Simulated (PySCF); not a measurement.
Vertical excitations of a molecule C₂H₉FSi₂ from TDA-PBE0/def2-SVPD (PySCF 2.14.0), as energy in eV (oscillator strength): 7.87 (0.014), 7.95 (0.163), 8.22 (0.011), 8.31 (0.045), 8.41 (0.006), 8.57 (0.013), 8.64 (0.021), 8.71 (0.017), 8.77 (0.045), 8.81 (0.029). Lowest triplet (TDA): 7.49 eV. Geometry optimised at TPSSh-D3(BJ)/def2-SVP. The values are those of a single conformer.

Q: Pick the molecule that these values belong to.
(A) CC(F)([SiH3])[SiH3]
(B) CC[SiH2][SiH2]F
(C) C[Si@@H](F)C[SiH3]
(D) C[SiH2][Si@H](C)F

A: C, C[Si@@H](F)C[SiH3]
